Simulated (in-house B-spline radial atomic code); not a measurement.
Configurations of Ni6+, with energies counted from [Ar] 3d4. Computed with a radial B-spline atomic code at the basis-set limit: Dirac-Hartree-Fock, average of configuration, Fermi nucleus of rms radius 3.7757 fm. Energies include first-order Breit, QED and recoil terms.

Occupations are held fixed; configurations that lie above the ionisation limit could autoionise.

```csv
configuration,E - E(ref) (eV),highest orbital,its <r> (bohr)
[Ne] 3s2 3p5 3d5,69.553,3d5/2,0.7568
[Ar] 3d3 4f1,87.647,4f5/2,2.439
[Ar] 3d3 6g1,111.81,6g9/2,6.272
[Ne] 3s2 3p5 3d4 4f1,156.29,4f5/2,2.433
[Ne] 3s2 3p5 3d4 6s1,170.39,6s1/2,5.012
[Ne] 3s2 3p5 3d4 5f1,171.62,5f5/2,4.304
[Ne] 3s2 3p5 3d4 5g1,172.36,5g9/2,3.92
[Ne] 3s2 3p5 3d4 7f1,185.11,7f7/2,9.357
[Ne] 3s2 3p5 3d4 7g1,185.42,7g9/2,9.052
```

(1) Order these further configurations by energy, lowest first.
A. [Ar] 3d3 7s1
B. [Ar] 3d3 7f1
C. [Ar] 3d3 5g1
D. [Ne] 3s2 3p5 3d4 6g1
E. [Ar] 3d3 5p1

(2) How far above the reference does [Ne] 3s2 3p5 3d4 7s1 lie?

(3) How far above the reference does [Ar] 3d3 7p1 lie?

(4) How far above the reference does [Ar] 3d3 6p1 lie?

Answers

(1) E (89.34 eV), C (103.66 eV), A (110.72 eV), B (116.42 eV), D (180.51 eV).

(2) 179.42 eV; its least bound orbital is 7s1/2 with <r> = 7.3 bohr.

(3) 112.13 eV; its least bound orbital is 7p3/2 with <r> = 7.74 bohr.

(4) 104.14 eV; its least bound orbital is 6p3/2 with <r> = 5.353 bohr.
